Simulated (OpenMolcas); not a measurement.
Levels of Al+ by method

```
Program             : OpenMolcas 26.06
Basis               : ANO-R2 [5s5p3d1f]
Scalar Hamiltonian  : X2C, finite nucleus
Active space        : 2 electrons in 4 orbitals (3s 3p)
State averaging     : 2S+1 = 3 even, 3 roots; 2S+1 = 1 even, 1 root; 2S+1 = 3 odd, 3 roots; 2S+1 = 1 odd, 3 roots
Spin-orbit coupling : state interaction with AMFI integrals over the reference wave functions, term energies averaged over their components
```

Methods on the same reference wave functions:
A. CASSCF
B. SS-CASPT2, IPEA 0.25 Eh, imaginary shift 0.1 Eh (closed shells correlated: 2s 2p)

Energies in cm⁻¹ above 3s² ¹S₀, the measured ground level; measured values from NIST Handbook of Basic Atomic Spectroscopic Data.

```tsv
Level	A	B	Measured
3s² ¹S₀	0.0	0.0	0.0
3s 3p ³P°₀	37440	37224	37393
3s 3p ³P°₁	37492	37276	37454
3s 3p ³P°₂	37596	37380	37578
3s 3p ¹P°₁	68130	61912	59852
```

Deviations, from unrounded energies. A percentage is the sum of absolute deviations over the sum of measured energies, with the sign that they share, or ± where signs differ.

```tsv
Against measurement	Levels	A	B
mean absolute deviation (cm-1)	4	2100	650
other configurations (%)	4	+4.9	±1.5
```

B lies closest to measurement on these levels. The largest miss of B in the table is 3s 3p ¹P°₁, by +2100 cm-1. The ranking rests on the paired levels alone, and a cruder setting can come out closer through cancelling errors.

The lowest spin-free term lies below A's lowest term by 0.209 hartree in B.

Without dynamic correlation excited terms often stand tens of per cent too high (terms of higher spin than the ground term too low), and those without a measured partner can miss by more than the paired ones (holds for A). Measured partners are found by configuration, term and J. A level has none where our copy of the source lacks it or the pairing is in doubt (some pairs that miss far off the trend of their configuration count as doubtful), and it then counts in no deviation. Only configurations of the active space appear. The table leaves out levels that lie high or whose names do not pair safely across all columns.

° marks odd parity.
